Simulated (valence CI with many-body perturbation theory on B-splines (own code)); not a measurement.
## Forbidden lines of Re42+

Computed by relativistic CI+MBPT: five valence electrons over a frozen Dirac-Fock core [Ar] 3d10, a basis of 11 s, 11 p, 10 d, 8 f, 5 g, 2 h functions for each j, with the one-electron correlation potential Σ1, the two-electron term Σ2, the three-electron term Σ3, Breit, model QED; selected CI, second order for the rest, scaled by the run's own slope (own B-spline code, finite nucleus).

The last digits are not significant, and no measured levels were compared; by estimate large intervals hold to a few tenths of a per cent, small ones and those within an open d or f shell to about a per cent. Among the levels kept, up to 2100 cm⁻¹ of a level comes from second order outside the variational space, and about a tenth of that is noise between levels of different J, which matters for small intervals.

Lines 1 to 19 of 19 in falling wavelength, among levels below 41.854 Ry, chosen from the decays that carry over 1 % of a level's rate. Wavelengths and rates use the calculated energies. Electric multipoles are in the length gauge, E1 and E2 with the static RPA response of the core. S is in atomic units (e²a₀⁴ for E2 and M2, e²a₀⁶ for E3), for M1 in squared Bohr magnetons. Weak lines are less certain than strong ones. Lines between different terms over intervals too small for the method are left out, as are lines whose strength nearly cancels.

Levels are named by their leading jj configuration (3d3/2^4 stands for four electrons in 3d with j = 3/2), which in mixed levels can hold well under half, so a name can repeat and another be missing. Letters in brackets count levels of one name in rising energy.

```
λ vac (Å)                           Upper                               Lower  Type   A (s⁻¹)  S (a.u.)
    556.6  (4s^2 4p1/2 4p3/2 4d5/2) J=9/2      (4s^2 4p1/2 4p3/2 4d3/2) J=7/2    M1  6.67e+04  4.27e+00
    152.8  (4s^2 4p1/2 4p3/2 4d5/2) J=9/2          (4s 4p1/2^2 4p3/2^2) J=5/2    E2  1.48e+04  1.10e-02
    144.9      (4s^2 4p3/2^2 4d5/2) J=9/2  (4s^2 4p1/2 4p3/2 4d5/2) J=7/2 [b]    M1  2.44e+06  2.75e+00
    129.0      (4s^2 4p1/2 4p3/2^2) J=3/2          (4s^2 4p1/2^2 4p3/2) J=3/2    M1  8.85e+06  2.82e+00
    127.7            (4s^2 4p3/2^3) J=3/2          (4s^2 4p1/2 4p3/2^2) J=1/2    M1  2.23e+06  6.88e-01
    126.7  (4s^2 4p1/2 4p3/2 4d5/2) J=9/2          (4s^2 4p1/2^2 4d5/2) J=5/2    E2  1.13e+05  3.30e-02
    125.2      (4s^2 4p3/2^2 4d5/2) J=9/2      (4s^2 4p1/2 4p3/2 4d5/2) J=9/2    M1  3.93e+06  2.86e+00
    125.2      (4s^2 4p3/2^2 4d5/2) J=9/2      (4s^2 4p1/2 4p3/2 4d5/2) J=9/2    E2  1.72e+05  4.72e-02
    121.9      (4s^2 4p1/2 4p3/2^2) J=5/2          (4s^2 4p1/2^2 4p3/2) J=3/2    M1  1.55e+06  6.25e-01
    121.9      (4s^2 4p1/2 4p3/2^2) J=5/2          (4s^2 4p1/2^2 4p3/2) J=3/2    E2  3.23e+05  4.67e-02
    119.1            (4s^2 4p3/2^3) J=3/2          (4s^2 4p1/2 4p3/2^2) J=5/2    M1  2.67e+06  6.69e-01
    119.1            (4s^2 4p3/2^3) J=3/2          (4s^2 4p1/2 4p3/2^2) J=5/2    E2  6.04e+05  5.16e-02
    117.8      (4s^2 4p3/2^2 4d5/2) J=9/2  (4s^2 4p1/2 4p3/2 4d5/2) J=7/2 [a]    M1  3.22e+06  1.95e+00
    117.8      (4s^2 4p3/2^2 4d5/2) J=9/2  (4s^2 4p1/2 4p3/2 4d5/2) J=7/2 [a]    E2  1.61e+05  3.26e-02
    114.1      (4s^2 4p1/2 4p3/2^2) J=1/2          (4s^2 4p1/2^2 4p3/2) J=3/2    M1  5.58e+06  6.15e-01
    114.1      (4s^2 4p1/2 4p3/2^2) J=1/2          (4s^2 4p1/2^2 4p3/2) J=3/2    E2  3.16e+05  1.09e-02
    113.0            (4s^2 4p3/2^3) J=3/2          (4s^2 4p1/2 4p3/2^2) J=3/2    M1  1.12e+07  2.41e+00
    102.2      (4s^2 4p3/2^2 4d5/2) J=9/2      (4s^2 4p1/2 4p3/2 4d3/2) J=7/2    M1  1.34e+05  5.32e-02
    69.19  (4s^2 4p1/2 4p3/2 4d5/2) J=9/2          (4s^2 4p1/2 4p3/2^2) J=5/2    M2  7.34e+03  1.04e-04
```
